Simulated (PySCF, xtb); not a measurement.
Si(F)3(NH2) (F3H2NSi), SMILES N[Si](F)(F)F. Other conformers were not sampled.

Harmonic wavenumbers (cm⁻¹) from GFN2-xTB (xtb) at its own minimum, in rising order: 104, 169, 213, 259, 268, 284, 358, 765, 778, 921, 968, 1040, 1485, 3507, 3543.

Task: What does PySCF with B3LYP-D3(BJ)/def2-SVP give at its own minimum? (The exact figures need the calculation; the answer reports its results.)

Result: 71, 227, 264, 304, 332, 361, 381, 766, 782, 967, 1001, 1013, 1527, 3601, 3698. Paired by order, the mean absolute difference is 50 cm⁻¹ and the zero-point energies are 21.0 and 21.9 kcal/mol.
